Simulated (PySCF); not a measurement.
Simulated Si 2p region for GaH2(CH2SiH3) (`[H][Ga]([H])[CH2][SiH3]`), binding energy against the vacuum level.

Every computed line was given a Gaussian of 1.0 eV full width at half maximum and an area set by the number of equivalent atoms (split 2:1 within a doublet); the highest printed point is 100. Method: delta-SCF UKS SCAN, pcX-2 on the ionised atom, pcseg-1 elsewhere, spin-free X2C in PySCF 2.14.0.

(binding energy (eV), intensity): (105.2, 0), (105.3, 1), (105.4, 1), (105.5, 2), (105.6, 4), (105.7, 7), (105.8, 11), (105.9, 17), (106.0, 25), (106.1, 36), (106.2, 48), (106.3, 61), (106.4, 74), (106.5, 85), (106.6, 93), (106.7, 99), (106.8, 100), (106.9, 98), (107.0, 93), (107.1, 86), (107.2, 77), (107.3, 68), (107.4, 58), (107.5, 48), (107.6, 38), (107.7, 29), (107.8, 22), (107.9, 15), (108.0, 10), (108.1, 7), (108.2, 4), (108.3, 2), (108.4, 1), (108.5, 1), (108.6, 0), (108.7, 0)

Q: How many maxima does the curve show, and how many computed lines lie under it?

A: The curve has 1 maximum (at 106.8 eV). Under it lie 2 lines from 1 inequivalent silicon site, drawn as a 2p3/2, 2p1/2 pair. At this width some lines have no maximum of their own.

Q: Decompose the envelope and assign each component. Bonds: Ga1–C4, C4–Si5. Hydrogens: H2, H3 on Ga1; H6, H7 on C4; H8, H9, H10 on Si5.

A: 
```
position (eV)  relative area      line  atoms                  environment
       106.66           0.67  Si 2p3/2    Si5  silicon bonded to C and 3 H
       107.28           0.33  Si 2p1/2    Si5  silicon bonded to C and 3 H
```

Q: What are the centre and the root-mean-square width of the whole band?

A: The area-weighted mean of the lines is 106.86 eV. Their own spread about it is 0.29 eV (rms) and each Gaussian has σ = 1.0/2.355 = 0.42 eV; the variances add, which gives 0.52 eV.

No satellites, vibrations or lifetime broadening are included. For 2p shells one spin-free hole was relaxed; a mean-field spin–orbit operator and the ground-state splitting of the three 2p orbitals were then diagonalised within the shell. The shell's mean is (2 × 2p3/2 + 2p1/2)/3, and the degeneracies 2j + 1 give areas of 2:1. 2p1/2 minus 2p3/2 (ligand field included): Si 0.62 eV. One conformer (not necessarily the lowest) at the PBE0-D3(BJ)/def2-SVP geometry, without solvent, vibrations or thermal averaging.
